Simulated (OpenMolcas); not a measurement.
# Mo4+: ligand-field states by method

Mo4+ with its 6 nearest chloride ions at 2.422 Å, on the Zr site of Cs2ZrCl6 (a = 10.407 Å, distance in the model lattice 2.446 Å). The rest of the host is ab initio model potentials to 7.6 Å and point charges beyond; the distance is set by hand and nothing relaxes. Ligand basis ANO-RCC-VDZP.

```json
{
  "Program": "OpenMolcas 26.06",
  "Basis": "ANO-RCC-VDZP [6s5p3d1f]",
  "Scalar Hamiltonian": "DKH2, point nucleus",
  "Active space": "2 electrons in 5 orbitals (4d)",
  "State averaging": "2S+1 = 3 even, 10 roots; 2S+1 = 1 even, 15 roots",
  "Spin-orbit coupling": "state interaction with AMFI integrals over the reference wave functions"
}
```

I. CASSCF
II. SS-CASPT2, IPEA 0.25 Eh, imaginary shift 0.1 Eh (closed shells correlated: 4s 4p and the ligand valence shells)

Spin-free states (labels of O, the rotations of Oh) in cm-1, each column counted from its own energy of the first state listed:

```
State  Degeneracy      I     II
  3T1           3      0      0
  1T2           3   9168   6190
   1E           2   9477   6540
  1A1           1  21126  15620
  3T2           3  23605  26110
  3T1           3  31210  31730
```

From I to II, I's first state of the same spin (3T2) moves from 23605 to 26110 cm-1, by about +2500 cm-1.

From I to II, I's first state of another spin (1T2) moves from 9168 to 6190 cm-1, by about -3000 cm-1.

I: A least-squares ligand-field fit to the states below 45000 cm-1, each weighted by its degeneracy and with a free common offset, gives 10Dq = 23999 cm-1, B = 632 cm-1 and C = 2318 cm-1 (C/B = 3.67), with an rms deviation of 405 cm-1. The same method and metal basis give the free ion B = 863 cm-1 (fit to its terms below 60000 cm-1, rms deviation 29 cm-1), so the nephelauxetic ratio is β = 632 / 863 = 0.73; it hangs on how both fits weigh the states, and computed free-ion B values tend to be too large, so β mixes covalency with correlation.

II: A least-squares ligand-field fit to the states below 45000 cm-1, each weighted by its degeneracy and with a free common offset, gives 10Dq = 26357 cm-1, B = 479 cm-1 and C = 1481 cm-1 (C/B = 3.09), with an rms deviation of 427 cm-1. The same method and metal basis give the free ion B = 782 cm-1 (fit to its terms below 60000 cm-1, rms deviation 500 cm-1), so the nephelauxetic ratio is β = 479 / 782 = 0.61; it hangs on how both fits weigh the states, and computed free-ion B values tend to be too large, so β mixes covalency with correlation.

From I to II, 10Dq changes by +10 %, B by -24 % and C by -36 %.

χT at 300 K: I 0.42, II 0.42 cm3 K/mol.

Roots that are degenerate in the reference are averaged as groups; the widest CASPT2 spread within a group is 210 cm-1 (the 3-fold group of multiplicity 3 near 0 cm-1 above the lowest state of its run, II). Shifts and gaps below about the spread of the groups concerned are not significant. Over all roots computed the reference weight is 0.65 to 0.66 in II; a low but even weight reflects the number of correlated electrons. An orbital triplet at a regular site is open to Jahn-Teller coupling, which can distort the site and quench the lowest spin-orbit gaps and is left out. The least metal-like active orbital is 69 % on the metal (Löwdin) and no ligand orbital is active, so the numbers are rough. Ligand-to-metal charge-transfer states are missing. With no ligand orbital active B as a rule stays too high, so bands that hang on it stand too high and its fall with covalency is understated. Without dynamic correlation the repulsion within the d shell is too large (B by tens of per cent), so at a given field states of lower spin stand too high (holds for I). With metal d orbitals alone the field can be off either way by tens of per cent (holds for I). With one d shell and no ligand orbital active, 10Dq can be off by a tenth or more (holds for II). No measured value stands beside these numbers; the geometry was set by hand and not optimised.
